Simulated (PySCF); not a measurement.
## From computed data to an observable: entropy of an ideal gas

C2H5NOSi, SMILES [Si@@H](C#C)(N)O.

Geometry: B3LYP-D3(BJ)/def2-SVP. The structure was generated by enumeration; whether it is a known compound was not checked. Other conformers were not sampled.

B3LYP-D3(BJ)/def2-SVP run with PySCF 2.14.0 gives the harmonic wavenumbers 120, 143, 174, 260, 296, 346, 389, 414, 607, 734, 743, 744, 799, 847, 894, 920, 941, 1531, 2151, 2269, 3455, 3582, 3681, 3859 cm⁻¹ and the rotational temperatures 0.2981, 0.1379, 0.1043 K. The molar mass is 87.15 g/mol, the symmetry number 1, the spin multiplicity 1.

Q: Work out the entropy at 298.15 K and 1 atm in the rigid-rotor, harmonic-oscillator model.

A: 
Translation (Sackur–Tetrode at 1 atm): S = R[1.5 ln M + 2.5 ln T − 1.16487] = 164.5 J/(mol K).
Rotation: q = (√π/σ) T^1.5/√(θA θB θC) = 139000, S = R[ln q + 3/2] = 111.0 J/(mol K).
Vibration: with u = 1.4388 ν/T, each mode gives R[u/(e^u − 1) − ln(1 − e^−u)]:
| ν (cm⁻¹) | modes | u | S (J/(mol K)) |
|---|---|---|---|
| 120 | 1 | 0.58 | 12.97 |
| 143 | 1 | 0.69 | 11.56 |
| 174 | 1 | 0.84 | 10.01 |
| 260 | 1 | 1.25 | 6.95 |
| 296 | 1 | 1.43 | 6.02 |
| 346 | 1 | 1.67 | 4.96 |
| 389 | 1 | 1.88 | 4.20 |
| 414 | 1 | 2.00 | 3.82 |
| 607 | 1 | 2.93 | 1.83 |
| 734 | 1 | 3.54 | 1.12 |
| 743 | 1 | 3.59 | 1.08 |
| 744 | 1 | 3.59 | 1.08 |
| 799 | 1 | 3.86 | 0.87 |
| 847 | 1 | 4.09 | 0.72 |
| 894 | 1 | 4.31 | 0.60 |
| 920 | 1 | 4.44 | 0.54 |
| 941 | 1 | 4.54 | 0.50 |
| 1531 | 1 | 7.39 | 0.04 |
The stiffer modes add less than 0.005 each. Sum 68.9 J/(mol K).
Spin: R ln 1 = 0.0 J/(mol K).
Total 344.3 J/(mol K); the program's own thermochemistry gives 344.3. Translation makes up 48 % and vibration 20 %. Anharmonicity, hindered rotation and orbital degeneracy are left out.
